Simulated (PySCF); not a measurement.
Species: C2H11ClGe2Si.
Z-matrix (Å and degrees, PBE0-D3(BJ)/def2-SVP geometry), rows numbered from 1:
```
Cl
Si  1  2.0840
C   2  1.8629  1  109.34
Ge  3  1.9699  2  115.04  1   -41.39
C   4  1.9554  3  110.39  2   -41.44
Ge  5  1.9550  4  114.57  3   -64.59
H   2  1.4900  1  106.67  3  -120.63
H   2  1.4908  1  107.11  3   122.28
H   3  1.1020  2  109.59  1    80.41
H   3  1.1036  2  107.96  1  -163.13
H   4  1.5400  3  109.04  2    80.17
H   4  1.5447  3  108.10  2  -161.55
H   5  1.1013  4  108.85  3   173.77
H   5  1.1018  4  108.20  3    57.77
H   6  1.5425  5  110.26  4    54.29
H   6  1.5412  5  109.88  4   -64.95
H   6  1.5411  5  110.80  4   174.53
```

Computed with PBE0-D3(BJ)/def2-SVP geometry optimisation, gas phase in PySCF.

Take the most abundant isotopes and a rigid rotor. The values belong to one conformer with, in the numbering `[Cl:1][SiH2:2][CH2:3][GeH2:4][CH2:5][GeH3:6]`, Cl1–Si2–C3–Ge4 -41°, Si2–C3–Ge4–C5 -41°, C3–Ge4–C5–Ge6 -65°.

Q: What are A, B and C (MHz)?

A: Ia = 402.44, Ib = 949.65, Ic = 1119.65 u·Å²; 505379 MHz·u·Å²/I gives A = 1256, B = 532.2, C = 451.4 MHz.

Q: What kind of rotor is it?

A: An asymmetric top. Ray's parameter κ = (2B − A − C)/(A − C) = -0.799; −1 is the prolate and +1 the oblate limit.

Q: Is it planar, by Δ = Ic − Ia − Ib?

A: Not planar: Δ = Ic − Ia − Ib = -232.45 u·Å². For a rigid frame Δ = −2 Σ m c², so Σ m c² = 116.22 u·Å² lies off the ab plane: 22.29 from hydrogen and 93.93 from heavier atoms. The atom farthest from that plane is 2.26 Å away.

Q: Give the coordinates in the principal-axis frame, origin at the centre of mass.

A: The sense of each axis is arbitrary; atoms in the order of the calculation.
```
atom  mass (u)   a (Å)   b (Å)   c (Å)
 Cl1    34.969  -2.786  -0.962  -0.933
 Si2    27.977  -1.960  -1.054   0.978
  C3    12.000  -1.198   0.592   1.400
 Ge4    73.921  -0.200   1.450  -0.066
  C5    12.000   0.862   0.124  -1.034
 Ge6    73.921   2.280  -0.712   0.023
  H7     1.008  -0.938  -2.137   0.950
  H8     1.008  -3.059  -1.433   1.912
  H9     1.008  -1.984   1.290   1.729
 H10     1.008  -0.516   0.442   2.255
 H11     1.008  -1.196   2.141  -1.015
 H12     1.008   0.731   2.519   0.549
 H13     1.008   1.319   0.606  -1.912
 H14     1.008   0.180  -0.655  -1.411
 H15     1.008   1.696  -1.318   1.315
 H16     1.008   3.331   0.344   0.417
 H17     1.008   2.970  -1.833  -0.777
```

Q: Where do the levels up to J = 2 lie, in MHz?

A: Above 0(0,0):
J = 1: 1(0,1) 984, 1(1,1) 1707, 1(1,0) 1788
J = 2: 2(0,2) 2944, 2(1,2) 3593, 2(1,1) 3836, 2(2,1) 6007, 2(2,0) 6013
Those of J = 1 are B + C, A + C and A + B.

Q: Which types of transition are allowed, and where do some lines up to J = 3 fall?

A: The dipole components are |μa| = 0.44 D, |μb| = 0.44 D, |μc| = 1.09 D. The squared components, which scale the intensities, stand as 0.17 : 0.16 : 1.00 (a : b : c). Some lines, for components of 0.1 D or more:

```
type  branch         J(Ka,Kc)   MHz  lower level (cm⁻¹)
   c       Q  2(1,2) ← 2(0,2)   649               0.098
   b       Q  1(1,0) ← 1(0,1)   804               0.033
   b       Q  2(1,1) ← 2(0,2)   892               0.098
   b       R  3(1,2) ← 2(2,1)   897               0.200
   a       R  1(0,1) ← 0(0,0)   984               0.000
   b       R  2(0,2) ← 1(1,1)  1237               0.057
   b       R  1(1,1) ← 0(0,0)  1707               0.000
   a       R  2(1,2) ← 1(1,1)  1886               0.057
   a       R  2(0,2) ← 1(0,1)  1961               0.033
   c       Q  2(2,1) ← 2(1,1)  2171               0.128
   b       Q  3(2,2) ← 3(1,3)  2538               0.214
   b       R  2(1,2) ← 1(0,1)  2610               0.033
   c       R  2(1,1) ← 1(0,1)  2852               0.033
   a       R  3(0,3) ← 2(0,2)  2925               0.098
   b       R  3(1,3) ← 2(0,2)  3475               0.098
   b       Q  3(3,0) ← 3(2,1)  3792               0.300
   b       R  2(2,1) ← 1(1,0)  4219               0.060
   b       R  3(2,2) ← 2(1,1)  5121               0.128
   c       R  3(3,1) ← 2(2,1)  6775               0.200
```

Not checked by PBE0-D3(BJ)/def2-SVP frequencies. No vibrational averaging or centrifugal distortion is included, and the geometry carries the error of its method. A rigid rotor knows nothing of internal rotation, which can split or shift real lines. Quadrupole hyperfine structure (35Cl) is left out.

On one thread, Arm Neoverse V1 (aarch64) (shared host), this took 5.4 min wall and 0.95 GiB of memory at its peak. That covers the optimisation of the geometry.
